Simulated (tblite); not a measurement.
C₁₄H₁₂N₂Se.
Bonds: C1–Se2, Se2–C3, C3–C4 (aromatic), C4–C5 (aromatic), C5–C6, C6–C7 (aromatic), C7–C8 (aromatic), C8–N9 (aromatic), N9–C10 (aromatic), C10–C11 (aromatic), C5–C12 (aromatic), C12–C13 (aromatic), C13–C14 (aromatic), C14–C15 (aromatic), C15–C16 (aromatic), C16–N17 (aromatic), C3–N17 (aromatic), C6–C11 (aromatic), C12–N17 (aromatic). Hydrogens: H18, H19, H20 on C1; H21 on C4; H22 on C7; H23 on C8; H24 on C10; H25 on C11; H26 on C13; H27 on C14; H28 on C15; H29 on C16.

Computed with GFN2-xTB (tblite), gas phase: L-BFGS steps from a force-field or distance-geometry start until the largest atomic force falls under 0.01 eV/Å.

Step 3: E = -1227.1779 eV
```
atom  x, y, z in Å  |  force x, y, z in eV/Å
C1      3.7441   -2.5003    0.6048   -0.071   0.278   0.013
Se2     3.7549   -0.5187    0.4883    0.169   0.063   0.008
C3      1.9078   -0.0263    0.2940   -0.006   0.035  -0.029
C4      0.8338   -0.8916    0.2802    0.070   0.178  -0.013
C5     -0.3307   -0.1305    0.1290   -0.031  -0.038   0.100
C6     -1.6466   -0.7147    0.0571    0.371   0.017  -0.152
C7     -1.7778   -1.8583   -0.7218    0.008  -0.166  -0.079
C8     -3.0079   -2.4672   -0.8111   -0.081   0.113   0.140
N9     -4.0736   -1.9990   -0.1675    0.004   0.009  -0.001
C10    -3.9373   -0.9082    0.5823    0.007  -0.253  -0.223
C11    -2.7454   -0.2180    0.7348   -0.313   0.063   0.044
C12     0.0404    1.2028    0.0313    0.035   0.082   0.124
C13    -0.7064    2.3813   -0.1573    0.206  -0.106   0.030
C14    -0.0720    3.5863   -0.2297   -0.080  -0.043   0.017
C15     1.3376    3.6120   -0.1113    0.267  -0.119   0.041
C16     2.0553    2.4677    0.0649   -0.238  -0.132  -0.055
N17     1.4340    1.2519    0.1307    0.164   0.032   0.045
H18     3.7775   -2.8331    1.6408    0.134   0.195  -0.033
H19     4.6021   -2.8664    0.0409   -0.020   0.161   0.170
H20     2.8432   -2.8753    0.1538   -0.301  -0.022  -0.255
H21     0.8429   -1.9564    0.4029    0.113   0.009   0.032
H22    -0.9177   -2.2410   -1.2510   -0.063  -0.025  -0.034
H23    -3.0895   -3.3574   -1.4313   -0.434   0.140   0.221
H24    -4.8339   -0.5705    1.0851   -0.056  -0.074  -0.021
H25    -2.6484    0.6648    1.3597   -0.139  -0.220  -0.098
H26    -1.7735    2.2742   -0.2364   -0.102   0.084  -0.049
H27    -0.6291    4.5060   -0.3674    0.152  -0.168   0.018
H28     1.8713    4.5497   -0.1597   -0.068  -0.039   0.000
H29     3.1250    2.4644    0.1477    0.302  -0.053   0.039
```

Step 4: E = -1227.2137 eV
```
atom  x, y, z in Å  |  force x, y, z in eV/Å
C1      3.7332   -2.4961    0.6021   -0.062   0.353  -0.012
Se2     3.7689   -0.5112    0.4891   -0.054  -0.015  -0.019
C3      1.9132   -0.0274    0.2934   -0.041   0.073  -0.033
C4      0.8337   -0.8878    0.2791    0.208   0.089   0.030
C5     -0.3311   -0.1269    0.1330   -0.047  -0.159   0.095
C6     -1.6473   -0.7129    0.0542    0.377  -0.038  -0.132
C7     -1.7742   -1.8617   -0.7213   -0.061  -0.082  -0.068
C8     -3.0112   -2.4614   -0.8041   -0.011   0.025   0.046
N9     -4.0842   -2.0057   -0.1695    0.173   0.095   0.012
C10    -3.9403   -0.9167    0.5750    0.030  -0.083  -0.102
C11    -2.7528   -0.2215    0.7292   -0.127   0.013  -0.014
C12     0.0438    1.2031    0.0401   -0.007   0.158   0.030
C13    -0.7047    2.3791   -0.1584    0.124  -0.155   0.085
C14    -0.0675    3.5807   -0.2270   -0.084   0.038  -0.018
C15     1.3405    3.6096   -0.1105    0.304  -0.270   0.057
C16     2.0596    2.4632    0.0624   -0.163   0.032  -0.024
N17     1.4381    1.2508    0.1322    0.123   0.002   0.062
H18     3.7874   -2.8222    1.6368   -0.005   0.153   0.041
H19     4.5983   -2.8560    0.0537    0.058   0.086   0.011
H20     2.8330   -2.8748    0.1426   -0.147   0.048  -0.132
H21     0.8494   -1.9524    0.4043    0.074   0.007   0.022
H22    -0.9135   -2.2456   -1.2577   -0.205   0.014   0.060
H23    -3.1127   -3.3446   -1.4159   -0.327  -0.119   0.014
H24    -4.8271   -0.5781    1.0785   -0.294   0.020   0.111
H25    -2.6540    0.6581    1.3581   -0.174  -0.212  -0.107
H26    -1.7755    2.2788   -0.2385    0.012   0.057  -0.038
H27    -0.6230    4.4988   -0.3667    0.118  -0.103   0.008
H28     1.8682    4.5474   -0.1597   -0.004   0.028  -0.001
H29     3.1316    2.4613    0.1494    0.212  -0.055   0.015
```

Step 5: E = -1227.2320 eV
```
atom  x, y, z in Å  |  force x, y, z in eV/Å
C1      3.7256   -2.4882    0.6001   -0.028   0.256  -0.030
Se2     3.7755   -0.5072    0.4893   -0.151  -0.003  -0.038
C3      1.9163   -0.0264    0.2926    0.015   0.059  -0.018
C4      0.8370   -0.8855    0.2791    0.134   0.035   0.041
C5     -0.3311   -0.1266    0.1367    0.101  -0.096   0.077
C6     -1.6445   -0.7127    0.0512    0.202  -0.074  -0.068
C7     -1.7731   -1.8640   -0.7215   -0.057  -0.028  -0.060
C8     -3.0128   -2.4585   -0.8003    0.001  -0.075  -0.045
N9     -4.0878   -2.0087   -0.1708    0.153   0.113   0.034
C10    -3.9423   -0.9211    0.5707   -0.032   0.048   0.012
C11    -2.7567   -0.2248    0.7241    0.011  -0.007  -0.047
C12     0.0461    1.2053    0.0456   -0.007  -0.063   0.015
C13    -0.7029    2.3755   -0.1577    0.071   0.038   0.080
C14    -0.0645    3.5779   -0.2257   -0.018  -0.080  -0.011
C15     1.3450    3.6046   -0.1093    0.149  -0.066   0.021
C16     2.0620    2.4612    0.0608    0.066  -0.068   0.032
N17     1.4412    1.2495    0.1340    0.066   0.085   0.053
H18     3.7927   -2.8135    1.6352   -0.097   0.151   0.025
H19     4.5972   -2.8486    0.0610    0.030   0.081  -0.041
H20     2.8256   -2.8733    0.1345   -0.008   0.113  -0.033
H21     0.8544   -1.9496    0.4053    0.066  -0.008   0.017
H22    -0.9142   -2.2483   -1.2607   -0.217   0.002   0.071
H23    -3.1312   -3.3395   -1.4070   -0.234  -0.217  -0.075
H24    -4.8279   -0.5822    1.0764   -0.297   0.034   0.116
H25    -2.6601    0.6515    1.3559   -0.170  -0.173  -0.095
H26    -1.7757    2.2823   -0.2402    0.067   0.025  -0.026
H27    -0.6180    4.4936   -0.3663    0.075  -0.018  -0.005
H28     1.8667    4.5466   -0.1597    0.012  -0.008   0.003
H29     3.1377    2.4586    0.1506    0.096  -0.056  -0.004
```

Problem. Estimate the geometry and energy of step 6. (The exact step hangs on the optimiser's Hessian estimate; all steps are aligned on step 5, rigid shifts and turns removed.)

Solution. E = -1227.2491 eV, largest force 0.299 eV/Å
```
atom  x, y, z in Å  |  force x, y, z in eV/Å
C1      3.7182   -2.4764    0.5976    0.009   0.084  -0.039
Se2     3.7787   -0.5032    0.4886   -0.172   0.054  -0.055
C3      1.9200   -0.0244    0.2916    0.061   0.051   0.001
C4      0.8421   -0.8828    0.2799    0.096  -0.074   0.055
C5     -0.3284   -0.1277    0.1417    0.143  -0.034   0.036
C6     -1.6391   -0.7140    0.0474   -0.081  -0.071   0.045
C7     -1.7734   -1.8664   -0.7226   -0.057   0.010  -0.043
C8     -3.0139   -2.4582   -0.7983   -0.062  -0.125  -0.088
N9     -4.0888   -2.0095   -0.1713    0.075   0.054   0.022
C10    -3.9456   -0.9235    0.5677   -0.067   0.165   0.109
C11    -2.7594   -0.2284    0.7179    0.133  -0.078  -0.107
C12     0.0485    1.2051    0.0511    0.009  -0.125   0.001
C13    -0.6999    2.3735   -0.1555   -0.051   0.008   0.073
C14    -0.0612    3.5730   -0.2245    0.132  -0.003  -0.006
C15     1.3509    3.6000   -0.1081    0.016   0.005   0.001
C16     2.0667    2.4571    0.0603    0.211   0.040   0.058
N17     1.4447    1.2503    0.1367   -0.035   0.004   0.047
H18     3.7955   -2.8022    1.6339   -0.177   0.158  -0.016
H19     4.5962   -2.8399    0.0671   -0.024   0.095  -0.068
H20     2.8186   -2.8695    0.1264    0.128   0.179   0.059
H21     0.8603   -1.9471    0.4067    0.066  -0.008   0.012
H22    -0.9188   -2.2509   -1.2625   -0.136  -0.047   0.023
H23    -3.1530   -3.3387   -1.4000   -0.125  -0.245  -0.118
H24    -4.8338   -0.5857    1.0764   -0.198   0.022   0.070
H25    -2.6692    0.6422    1.3521   -0.129  -0.058  -0.037
H26    -1.7746    2.2860   -0.2422    0.124   0.000  -0.008
H27    -0.6120    4.4887   -0.3661    0.055   0.018  -0.013
H28     1.8654    4.5455   -0.1596    0.045  -0.016   0.004
H29     3.1451    2.4550    0.1515    0.011  -0.064  -0.017
```

The energy changes by -0.0171 eV. The first-order estimate −F·Δx gives -0.0240 eV and the mean of the old and new forces, exact on a quadratic surface, -0.0171 eV. The step makes an angle of 52° with the force vector and moves no atom by more than 0.023 Å.

What follows is the cost of the whole relaxation. Time: 1.9 s wall. Hardware: an Arm Neoverse V1 with one thread, shared host.
